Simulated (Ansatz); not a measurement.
MP2, SCS-MP2 and SOS-MP2 from spin components

System: C$_{2}$H$_{9}$AlOSi (SMILES [CH3][Al]([CH3])[O][SiH3]), singlet, geometry from GFN2-xTB (such geometries of metal compounds can be far from the true shape). Level: MP2/pcseg-1 (Ansatz, a quantum-chemistry and plane-wave program). Sums are taken with unrounded values, so a last digit can differ.

Ansatz was given this input:
Ansatz 0.2 input:
```yaml
crystal:
  periodic: [false, false, false]
  atoms:
    - {symbol: Al, position_ang: [0.16418219, 0.80306897, 0.52935491]}
    - {symbol: C, position_ang: [1.71992852, 1.91197601, -0.04275149]}
    - {symbol: H, position_ang: [2.65378921, 1.34370309, 0.00714559]}
    - {symbol: H, position_ang: [1.85268461, 2.80857798, 0.56567260]}
    - {symbol: H, position_ang: [1.61632416, 2.23576822, -1.08292934]}
    - {symbol: C, position_ang: [-1.10034460, 1.11363958, 2.03992938]}
    - {symbol: H, position_ang: [-1.09292977, 0.27495355, 2.74276804]}
    - {symbol: H, position_ang: [-2.13109745, 1.20242795, 1.68352884]}
    - {symbol: H, position_ang: [-0.87444355, 2.01710462, 2.60931924]}
    - {symbol: O, position_ang: [-0.12203492, -0.58596264, -0.38609585]}
    - {symbol: Si, position_ang: [-0.39320375, -1.92451346, -1.27014763]}
    - {symbol: H, position_ang: [-1.59910444, -2.56410911, -0.74057254]}
    - {symbol: H, position_ang: [0.78190080, -2.78542267, -1.12070468]}
    - {symbol: H, position_ang: [-0.57786386, -1.49570395, -2.65807554]}
basis:
  gaussian:
    orbitals: pcseg-1.json
magnetization: {spin_polarized: false}
correlation: {method: mp2}
```
The basis file holds pcseg-1 in the JSON format of the Basis Set Exchange.

It gave an SCF energy of -686.716575 Eh, a same-spin correlation energy of -0.137906 Eh and an opposite-spin one of -0.490792 Eh.

Problem. Work out the MP2, SCS-MP2 (6/5 and 1/3) and SOS-MP2 (1.3 and 0) correlation and total energies.

Solution. MP2: -0.490792 + (-0.137906) = -0.628698 Eh, total -687.345272 Eh, as the program printed. SCS-MP2: 1.2 × (-0.490792) + (-0.137906)/3 = -0.634919 Eh, total -687.351493 Eh. SOS-MP2: 1.3 × (-0.490792) = -0.638029 Eh, total -687.354604 Eh. Opposite spins carry 78 % of the MP2 correlation; same-spin pairs are already kept apart by exchange.
